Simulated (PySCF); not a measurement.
**Electron correlation in C⁺ (carbon, charge +1)**

[He] 2s2 2p1, 2P determinant. Calculation: PySCF 2.14, in cc-pVDZ (3s2p1d, 14 functions); no relativity, point nucleus. Frozen: 1s2; 3 electrons correlated.

MP2 pair energies summed by pair of shells (mhartree):

```json
{"pair": "2s-2s", "energy": "-25.63", "share (%)": "62.1"}
{"pair": "2s-2p", "energy": "-15.66", "share (%)": "37.9"}
```

Total MP2 correlation energy: -41.29 mhartree.

Same-spin part -2.39 and opposite-spin part -38.90 mhartree; SCS-MP2 scales them by 1/3 and 6/5 to -47.48 mhartree.

| level | correlation energy (mhartree) |
| --- | --- |
| CCSD | -66.71 |
| (T) | -0.65 |
| CCSD(T) | -67.36 |

Diagnostics: T1 = 0.0084, D1 = 0.0157, largest double amplitude 0.136.

Cost of the coupled-cluster step: 0.09 s of wall time on 1 thread of Neoverse-V1 (shared host), for 3 correlated electrons.
